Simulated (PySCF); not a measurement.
## Bond energies at r²SCAN/def2-TZVPP beside a composite method

PySCF, lowest determinants of a PBE0 search. The composite is CCSD(T) extrapolated to the basis-set limit from two correlation-consistent sets, with core-valence (CV) and scalar-relativistic (SR) terms as its label shows; it has no spin–orbit coupling and nothing beyond (T).

| species | state (unpaired electrons) | De r²SCAN (eV) | De composite (eV) | composite | dissociates to |
| --- | --- | --- | --- | --- | --- |
| Se2 | triplet (π ↑↑) | 3.91 | 3.55 | CCSD(T)/CBS(TQ) | Se + Se |
| BeH | doublet (σ ↑) | 2.57 | 2.18 | CCSD(T)/CBS(TQ)+CV+SR | Be + H |
| SeI | doublet (π ↑) | 2.39 | 2.21 | CCSD(T)/CBS(TQ) | Se + I |
| KBr | singlet (closed shell) | 4.07 | 3.94 | CCSD(T)/CBS(DT) | K + Br |
| GaBr | singlet (closed shell) | 4.49 | 4.35 | CCSD(T)/CBS(DT)+CV | Ga + Br |
| GaF | singlet (closed shell) | 6.12 | 6.13 | CCSD(T)/CBS(DT)+CV | Ga + F |
| PbI | doublet (π ↑) | 3.05 | 2.88 | CCSD(T)/CBS(DT) | Pb + I |
| GaCl | singlet (closed shell) | 4.95 | 4.84 | CCSD(T)/CBS(DT)+CV | Ga + Cl |

Task: Does r²SCAN bind more or less than the composite, by how much on average, and where is the difference largest?

Result: r²SCAN/def2-TZVPP binds more on average, method and basis taken together: the mean signed difference is +0.18 eV and the mean absolute one 0.19 eV; it is largest for BeH (+0.39 eV).

The molecules are drawn from runs that passed checks on state, spin purity and fit, so the hardest cases are missing and the errors look smaller than over all diatomics.

Correlated steps freeze the inner cores (1 to 19 orbitals); shallow outer-core shells are correlated. Spin–orbit coupling is left out, which matters for elements this heavy, above all for dissociation energies. Where the molecule has an RHF reference, its open-shell atoms are computed with UHF. States were picked by a PBE0 search and need not be the measured ground states.
